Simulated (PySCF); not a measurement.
## Working out the ionisation energy of Co⁺

Co⁺ [Ar] 3d8 (3F) → Co²⁺ [Ar] 3d7 (4F). Calculation: PySCF 2.14, in ANO-RCC-VTZP; scalar relativity by spin-free X2C-1e. Frozen: [Ne]. Energies in hartree (1 hartree = 27.21139 eV):

```
             part   Co⁺ (lower)  Co²⁺ (upper)
              UHF  -1391.575819  -1391.034536
MP2 opposite-spin     -0.383410     -0.307484
    MP2 same-spin     -0.198282     -0.158410
```

What does Hartree-Fock give?

(-1391.034536) − (-1391.575819) = 0.541283 hartree = 14.729 eV.

What do MP2 and SCS-MP2 (6/5 opposite-spin, 1/3 same-spin) give?

The opposite-spin parts differ by 2.066 eV and the same-spin parts by 1.085 eV. MP2: 14.729 + (2.066) + (1.085) = 17.880 eV. SCS-MP2: 14.729 + 1.2 × (2.066) + (1.085)/3 = 17.570 eV.

A first-order spin-orbit estimate adds -0.013 eV to MP2 (valence and next inner shell), giving 17.867 eV against 17.084 eV (measured; NIST Atomic Spectra Database, ionization energies).

What remains against the reference includes basis incompleteness, the frozen core and correlation beyond second order.
